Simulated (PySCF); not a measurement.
Computed IR spectrum (relative IR intensity) of a molecule FH7N2Si2. The structure is a stationary point at PBE-D3(BJ)/def2-SVP. One conformer was computed; it need not be the lowest. These are PBE-D3(BJ)/def2-SVP in PySCF values and carry that method's errors. Frequencies are harmonic and unscaled.

Lines under 2 % of the strongest are left out, and lines within 2 cm⁻¹ are merged.

```json
[
 {"ν (cm⁻¹)": "179", "relative intensity": "2.0"},
 {"ν (cm⁻¹)": "306", "relative intensity": "13"},
 {"ν (cm⁻¹)": "397", "relative intensity": "100"},
 {"ν (cm⁻¹)": "458", "relative intensity": "32"},
 {"ν (cm⁻¹)": "504", "relative intensity": "3.0"},
 {"ν (cm⁻¹)": "570", "relative intensity": "6.4"},
 {"ν (cm⁻¹)": "691", "relative intensity": "23"},
 {"ν (cm⁻¹)": "763", "relative intensity": "14"},
 {"ν (cm⁻¹)": "810", "relative intensity": "10"},
 {"ν (cm⁻¹)": "818", "relative intensity": "11"},
 {"ν (cm⁻¹)": "842", "relative intensity": "52"},
 {"ν (cm⁻¹)": "869", "relative intensity": "58"},
 {"ν (cm⁻¹)": "883", "relative intensity": "74"},
 {"ν (cm⁻¹)": "896", "relative intensity": "80"},
 {"ν (cm⁻¹)": "905", "relative intensity": "25"},
 {"ν (cm⁻¹)": "926", "relative intensity": "23"},
 {"ν (cm⁻¹)": "948", "relative intensity": "98"},
 {"ν (cm⁻¹)": "1148", "relative intensity": "97"},
 {"ν (cm⁻¹)": "1496", "relative intensity": "16"},
 {"ν (cm⁻¹)": "2178", "relative intensity": "48"},
 {"ν (cm⁻¹)": "2192", "relative intensity": "77"},
 {"ν (cm⁻¹)": "2212", "relative intensity": "65"},
 {"ν (cm⁻¹)": "3486", "relative intensity": "8.7"},
 {"ν (cm⁻¹)": "3490", "relative intensity": "12"},
 {"ν (cm⁻¹)": "3582", "relative intensity": "10"}
]
```

### Question
Identify the compound among the candidates.
A. N[Si@@H](F)N[SiH3]
B. N[SiH2]N[SiH2]F
C. N[SiH2][Si@H](N)F
D. N[Si](N)(F)[SiH3]

### Answer
B, N[SiH2]N[SiH2]F
